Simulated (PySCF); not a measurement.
# One molecule, many functionals

CH8GeO2Si.
Numbering: `[CH3:1][O:2][SiH2:3][O:4][GeH3:5]` (hydrogens: H6, H7, H8 on C1; H9, H10 on Si3; H11, H12, H13 on Ge5)

Cartesian coordinates in Å at the PBE0-D3(BJ)/def2-SVP level; atoms count from 1:
```xyz
13
CH8GeO2Si angstrom
C     -2.7115    0.7156   -0.1276
O     -1.3913    0.3016   -0.3239
Si    -0.8468   -0.8136   -1.4319
O      0.7658   -0.9468   -1.1570
Ge     1.8176   -0.1195    0.0279
H     -3.1181    1.2403   -1.0118
H     -2.7429    1.4144    0.7223
H     -3.3839   -0.1308    0.1061
H     -1.1052   -0.3347   -2.8229
H     -1.5318   -2.1242   -1.2185
H      1.7228    1.4002   -0.1867
H      1.3758   -0.5108    1.4481
H      3.2311   -0.6374   -0.2764
```

Linear-response calculations in the def2-SVPD basis (PySCF; singlets by full response, triplets Tamm–Dancoff, core orbitals frozen in the response; HF means time-dependent Hartree–Fock). 'Strongest' is the level of largest summed f among the singlets computed (10 roots, of which the last may lack a degenerate partner); it can jump between rows when another state enters that window. S1 is the lowest singlet of each run and needn't be the same state throughout; f(S1) is that of one state. One conformer (not necessarily the lowest) at the PBE0-D3(BJ)/def2-SVP geometry, without solvent, vibrations or thermal averaging. The LDA/def2-SVPD calculation is non-relativistic and has no spin–orbit coupling, an omission that weighs most on germanium.

| functional | kind | S1 (eV) | f(S1) | strongest (eV) | T1 (eV) | HOMO (eV) | gap (eV) | ionisation energy, ΔSCF (eV) |
| --- | --- | --- | --- | --- | --- | --- | --- | --- |
| LDA | LDA | 5.50 | 0.003 | 6.41 | 5.39 | -6.61 | 5.45 | 9.38 |
| PBE | GGA | 5.66 | 0.004 | 6.53 | 5.53 | -6.55 | 5.62 | 9.32 |
| B3LYP | global hybrid, 20% exact exchange | 6.53 | 0.007 | 7.75 | 6.28 | -7.80 | 7.48 | 9.87 |
| PBE0 | global hybrid, 25% exact exchange | 6.69 | 0.005 | 7.96 | 6.39 | -8.01 | 7.93 | 9.90 |
| BHandHLYP | global hybrid, 50% exact exchange | 7.43 | 0.004 | 8.84 | 7.04 | -9.42 | 10.09 | 10.37 |
| CAM-B3LYP | range-separated hybrid | 7.02 | 0.005 | 8.42 | 6.66 | -9.42 | 10.19 | 10.24 |
| wB97X-D | range-separated hybrid | 7.11 | 0.005 | 8.58 | 6.83 | -9.91 | 11.53 | 10.17 |
| LC-wPBE | range-separated hybrid | 7.44 | 0.003 | 8.68 | 6.97 | -10.72 | 12.54 | 10.53 |
| HF | Hartree–Fock | 8.56 | 0.000 | 9.70 | 7.89 | -11.62 | 13.79 | not settled |

S1 runs from 5.50 eV (LDA) to 8.56 eV (HF), a spread of 3.05 eV, while the orbital gap spreads over 8.3 eV. Along PBE (0%), B3LYP (20%), PBE0 (25%), BHandHLYP (50%), HF (100%) S1 rises with the share of exact exchange. −ε(HOMO) comes closest to its own ΔSCF ionisation energy with LC-wPBE (+0.19 eV) and misses most with PBE (-2.77 eV). 'Not settled' means that the ion's SCF failed to converge or may have ended in another state than the lowest.

Without π bonds the low states are Rydberg-like; a valence basis with one diffuse set may place them up to an eV too high.
